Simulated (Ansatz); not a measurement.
```xyz
11

C    -1.864    0.525    0.994
O    -1.605    1.143   -0.248
Ge   -0.200    0.939   -1.305
O     0.699   -0.245   -0.299
C     1.944   -0.756   -0.704
H    -2.011    1.299    1.754
H    -2.785   -0.060    0.920
H    -1.049   -0.131    1.307
H     1.886   -1.845   -0.798
H     2.280   -0.350   -1.668
H     2.705   -0.518    0.046
```

The species carries charge 0 and has multiplicity 1.

Q: List the PBE0/def2-TZVPP orbital energies in eV (Ansatz 0.2.0). (Best estimate.)

A: Computed: Occupied: -10860.22, -1358.38, -1208.23, -1208.18, -1208.15, -522.60, -522.53, -279.34, -279.00, -171.13, -121.02, -120.88, -120.78, -33.88, -33.84, -33.77, -33.68, -33.58, -28.11, -27.49, -19.10, -18.72, -14.78, -13.10, -12.60, -12.59, -12.28, -11.76, -9.83, -8.65, -8.34, -7.89, -7.40. Lowest empty: -1.45, 0.58, 1.46, 2.14, 2.44, 3.37, 3.47, 3.75.
